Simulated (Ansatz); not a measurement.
Basis-set extrapolation for `[SH][Al]1[NH][SiH2][SiH2]1` (PBE0-D4/def2-TZVP geometry, frozen core, Ansatz). Multiplicity 1, RHF reference.

```csv
,def2-TZVPP,def2-QZVPP
HF,-1275.422294,-1275.460612
MP2 correlation,-0.700664,-0.755079
CCSD(T) correlation,-0.797186,not run
```

Energies in hartree. Use E(X) = E(∞) + A·exp(−7.88·√X) for Hartree–Fock and E(X) = E(∞) + B·X^(−2.97) for correlation, with X = 3 and 4, and add CCSD(T) minus MP2 of the smaller set to the MP2 limit.

Task: What is the CCSD(T) energy at the basis-set limit?

Result: HF limit: -1275.460612 + (-0.038318) × 0.13774 = -1275.46589. MP2 limit: -0.755079 + (-0.054415) × 0.74074 = -0.79539. Higher-order term: -0.797186 − (-0.700664) = -0.09652. Total: -1276.35780 hartree, 363.2 kJ/mol below CCSD(T)/def2-TZVPP.
